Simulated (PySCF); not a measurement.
**Working out the excitation energy of Ne(2+)**

Ne(2+) [He] 2s2 2p4 (3P) → Ne(2+) [He] 2s1 2p4 3s1 (5P). All numbers are calculated (PySCF 2.14, scalar relativity by spin-free X2C-1e, in x2c-TZVPPall with one added diffuse shell each of s, p, d type (6s4p3d1f, 40 functions)). Frozen: 1s2. Energies in hartree (1 hartree = 27.21139 eV):

```csv
part,Ne(2+) (lower),Ne(2+) (upper)
UHF,-126.513784,-124.301465
CCSD correlation,-0.155530,-0.107485
(T),-0.001415,-0.005155
```

What does Hartree-Fock give?

(-124.301465) − (-126.513784) = 2.212319 hartree = 60.200 eV.

What do CCSD and CCSD(T) give?

The CCSD correlation energies differ by 0.048045 hartree = 1.307 eV and the triples by -0.003740 hartree = -0.102 eV, so CCSD gives 61.507 eV and CCSD(T) 61.405 eV.

The coupled-cluster amplitudes are large, so a single reference is strained.
